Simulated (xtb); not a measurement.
xtb input (GFN2-xTB):

```bash
xtb mol.xyz --gfn 2 --sp --chrg 0 --uhf 0
```
mol.xyz:
```
17

C     -2.34373969     1.27802714    -0.22480489
C     -1.69128247    -0.05558372    -0.59912531
Ge     0.06160087    -0.29455830     0.21879822
F      0.65769326    -1.87594510    -0.24236367
F     -0.17704947    -0.42236050     1.94954756
C      1.49646626     0.98714093    -0.09283640
C      1.83643576     1.14775991    -1.57707236
H     -3.32794345     1.37281622    -0.68706613
H     -1.74441683     2.12841997    -0.55728587
H     -2.47499009     1.36698016     0.85456931
H     -2.30159942    -0.90096040    -0.27733152
H     -1.56413512    -0.14665458    -1.67987134
H      1.18971437     1.93703105     0.34997777
H      2.35760163     0.63317332     0.47624406
H      0.98229567     1.51583253    -2.14966884
H      2.14735383     0.19968582    -2.01829050
H      2.65181851     1.86022620    -1.71444129
```

Output:

```
           -------------------------------------------------
          |                Calculation Setup                |
           -------------------------------------------------

           -------------------------------------------------
          |                 G F N 2 - x T B                 |
           -------------------------------------------------

        Reference                      10.1021/acs.jctc.8b01176
      * Hamiltonian:
        H0-scaling (s, p, d)           1.850000    2.230000    2.230000
        zeta-weighting                 0.500000
      * Dispersion:
        s8                             2.700000
        a1                             0.520000
        a2                             5.000000
        s9                             5.000000
      * Repulsion:
        kExp                           1.500000    1.000000
        rExp                           1.000000
      * Coulomb:
        alpha                          2.000000
        third order                    shell-resolved
        anisotropic                    true
        a3                             3.000000
        a5                             4.000000
        cn-shift                       1.200000
        cn-exp                         4.000000
        max-rad                        5.000000

          ...................................................
          :                      SETUP                      :
          :.................................................:
          :  # basis functions                  44          :
          :  # atomic orbitals                  43          :
          :  # shells                           25          :
          :  # electrons                        44          :
          :  max. iterations                   250          :
          :  Hamiltonian                  GFN2-xTB          :
          :  restarted?                      false          :
          :  GBSA solvation                  false          :
          :  PC potential                    false          :
          :  electronic temp.          300.0000000     K    :
          :  accuracy                    1.0000000          :
          :  -> integral cutoff          0.2500000E+02      :
          :  -> integral neglect         0.1000000E-07      :
          :  -> SCF convergence          0.1000000E-05 Eh   :
          :  -> wf. convergence          0.1000000E-03 e    :
          :  Broyden damping             0.4000000          :
          :  net charge                          0          :
          :  unpaired electrons                  0          :
          ...................................................

 iter      E             dE          RMSdq      gap      omega  full diag
   1    -25.0022197 -0.250022E+02  0.452E+00    7.31       0.0  T
   2    -24.8536874  0.148532E+00  0.677E+00    8.45       1.0  T
   3    -25.3287203 -0.475033E+00  0.292E+00    7.57       1.0  T
   4    -25.3397324 -0.110121E-01  0.937E-01    7.40       1.0  T
   5    -25.3529556 -0.132232E-01  0.487E-01    7.28       1.0  T
   6    -25.3530515 -0.959666E-04  0.261E-01    7.28       1.0  T
   7    -25.3537678 -0.716290E-03  0.395E-02    7.31       1.0  T
   8    -25.3537847 -0.168715E-04  0.228E-02    7.30       1.1  T
   9    -25.3537853 -0.563643E-06  0.253E-03    7.30       9.6  T
  10    -25.3537853 -0.114447E-07  0.503E-04    7.30      48.2  T
  11    -25.3537853 -0.139838E-09  0.140E-04    7.30     173.0  T

   *** convergence criteria satisfied after 11 iterations ***

         #    Occupation            Energy/Eh            Energy/eV
      -------------------------------------------------------------
         1        2.0000           -0.7940222             -21.6064
       ...           ...                  ...                  ...
        16        2.0000           -0.4818884             -13.1129
        17        2.0000           -0.4807819             -13.0827
        18        2.0000           -0.4742988             -12.9063
        19        2.0000           -0.4617274             -12.5642
        20        2.0000           -0.4612881             -12.5523
        21        2.0000           -0.4548950             -12.3783
        22        2.0000           -0.4150999             -11.2954 (HOMO)
        23                         -0.1468151              -3.9950 (LUMO)
        24                         -0.0849466              -2.3115
        25                         -0.0559904              -1.5236
        26                         -0.0128721              -0.3503
        27                          0.0517999               1.4095
       ...                                ...                  ...
        43                          1.0420433              28.3554
      -------------------------------------------------------------
                  HL-Gap            0.2682848 Eh            7.3004 eV
             Fermi-level           -0.2809575 Eh           -7.6452 eV

 SCC (total)                   0 d,  0 h,  0 min,  0.013 sec
 SCC setup                      ...        0 min,  0.000 sec (  0.624%)
 Dispersion                     ...        0 min,  0.000 sec (  0.514%)
 classical contributions        ...        0 min,  0.000 sec (  0.152%)
 integral evaluation            ...        0 min,  0.001 sec ( 11.552%)
 iterations                     ...        0 min,  0.007 sec ( 51.479%)
 molecular gradient             ...        0 min,  0.004 sec ( 34.775%)
 printout                       ...        0 min,  0.000 sec (  0.814%)

         :::::::::::::::::::::::::::::::::::::::::::::::::::::
         ::                     SUMMARY                     ::
         :::::::::::::::::::::::::::::::::::::::::::::::::::::
         :: total energy             -25.138938389038 Eh    ::
         :: gradient norm              0.022330732789 Eh/a0 ::
         :: HOMO-LUMO gap              7.300400929730 eV    ::
         ::.................................................::
         :: SCC energy               -25.353730906155 Eh    ::
         :: -> isotropic ES            0.021248133614 Eh    ::
         :: -> anisotropic ES          0.002019061700 Eh    ::
         :: -> anisotropic XC          0.006898088676 Eh    ::
         :: -> dispersion             -0.010272467112 Eh    ::
         :: repulsion energy           0.214792517117 Eh    ::
         :: add. restraining           0.000000000000 Eh    ::
         :: total charge               0.000000000000 e     ::
         :::::::::::::::::::::::::::::::::::::::::::::::::::::

           -------------------------------------------------
          |                Property Printout                |
           -------------------------------------------------

    * Orbital Energies and Occupations

         #    Occupation            Energy/Eh            Energy/eV
      -------------------------------------------------------------
         1        2.0000           -0.7940222             -21.6064
       ...           ...                  ...                  ...
        10        2.0000           -0.5091796             -13.8555
        11        2.0000           -0.5078032             -13.8180
        12        2.0000           -0.4999881             -13.6054
        13        2.0000           -0.4911662             -13.3653
        14        2.0000           -0.4907269             -13.3534
        15        2.0000           -0.4839885             -13.1700
        16        2.0000           -0.4818884             -13.1129
        17        2.0000           -0.4807819             -13.0827
        18        2.0000           -0.4742988             -12.9063
        19        2.0000           -0.4617274             -12.5642
        20        2.0000           -0.4612881             -12.5523
        21        2.0000           -0.4548950             -12.3783
        22        2.0000           -0.4150999             -11.2954 (HOMO)
        23                         -0.1468151              -3.9950 (LUMO)
        24                         -0.0849466              -2.3115
        25                         -0.0559904              -1.5236
        26                         -0.0128721              -0.3503
        27                          0.0517999               1.4095
        28                          0.0560158               1.5243
        29                          0.1172919               3.1917
        30                          0.1301787               3.5423
        31                          0.1428840               3.8881
        32                          0.1456395               3.9631
        33                          0.1465440               3.9877
       ...                                ...                  ...
        43                          1.0420433              28.3554
      -------------------------------------------------------------
                  HL-Gap            0.2682848 Eh            7.3004 eV
             Fermi-level           -0.2809575 Eh           -7.6452 eV

     #   Z          covCN         q      C6AA      α(0)
     1   6 C        3.770    -0.104    22.522     6.763
     2   6 C        3.714    -0.089    22.338     6.753
     3  32 Ge       3.256     0.394   185.628    25.547
     4   9 F        0.715    -0.279    12.099     4.107
     5   9 F        0.715    -0.279    12.099     4.107
     6   6 C        3.714    -0.089    22.338     6.753
     7   6 C        3.770    -0.104    22.522     6.763
     8   1 H        0.924     0.047     2.356     2.400
     9   1 H        0.924     0.042     2.427     2.436
    10   1 H        0.924     0.056     2.249     2.345
    11   1 H        0.925     0.072     2.062     2.246
    12   1 H        0.924     0.059     2.212     2.326
    13   1 H        0.924     0.059     2.212     2.326
    14   1 H        0.925     0.072     2.062     2.246
    15   1 H        0.924     0.042     2.427     2.436
    16   1 H        0.924     0.056     2.249     2.345
    17   1 H        0.924     0.047     2.356     2.400

 Mol. C6AA /au·bohr⁶  :       2919.399387
 Mol. C8AA /au·bohr⁸  :      96340.521540
 Mol. α(0) /au        :         84.300254

Wiberg/Mayer (AO) data.
largest (>0.10) Wiberg bond orders for each atom

 ---------------------------------------------------------------------------
     #   Z sym  total        # sym  WBO       # sym  WBO       # sym  WBO
 ---------------------------------------------------------------------------
     1   6 C    3.994 --     2 C    1.020     9 H    0.984     8 H    0.982
                            10 H    0.982
     2   6 C    3.996 --     1 C    1.020    12 H    0.959    11 H    0.951
                             3 Ge   0.809     6 C    0.143
     3  32 Ge   3.904 --     5 F    1.051     4 F    1.051     6 C    0.809
                             2 C    0.809
     4   9 F    1.210 --     3 Ge   1.051
     5   9 F    1.210 --     3 Ge   1.051
     6   6 C    3.996 --     7 C    1.020    13 H    0.959    14 H    0.951
                             3 Ge   0.809     2 C    0.143
     7   6 C    3.994 --     6 C    1.020    15 H    0.984    17 H    0.982
                            16 H    0.982
     8   1 H    0.998 --     1 C    0.982
     9   1 H    0.998 --     1 C    0.984
    10   1 H    0.997 --     1 C    0.982
    11   1 H    0.995 --     2 C    0.951
    12   1 H    0.997 --     2 C    0.959
    13   1 H    0.997 --     6 C    0.959
    14   1 H    0.995 --     6 C    0.951
    15   1 H    0.998 --     7 C    0.984
    16   1 H    0.997 --     7 C    0.982
    17   1 H    0.998 --     7 C    0.982
 ---------------------------------------------------------------------------

Topologies differ in total number of bonds
Writing topology from bond orders to xtbtopo.mol

molecular dipole:
                 x           y           z       tot (Debye)
 q only:       -0.264       1.264      -0.939
Note: The following floating-point exceptions are signalling: IEEE_UNDERFLOW_FLAG IEEE_DENORMAL
normal termination of xtb
   full:       -0.301       1.442      -1.071       4.628
molecular quadrupole (traceless):
                xx          xy          yy          xz          yz          zz
 q only:        5.744       2.332      -2.641       0.576       0.311      -3.103
  q+dip:        6.417       2.979      -2.862       1.136       0.413      -3.555
   full:        6.760       3.141      -2.944       1.263       0.234      -3.816

           -------------------------------------------------
          | TOTAL ENERGY              -25.138938389038 Eh   |
          | GRADIENT NORM               0.022330732789 Eh/α |
          | HOMO-LUMO GAP               7.300400929730 eV   |
           -------------------------------------------------

------------------------------------------------------------------------
------------------------------------------------------------------------
 total:
 SCF:
```
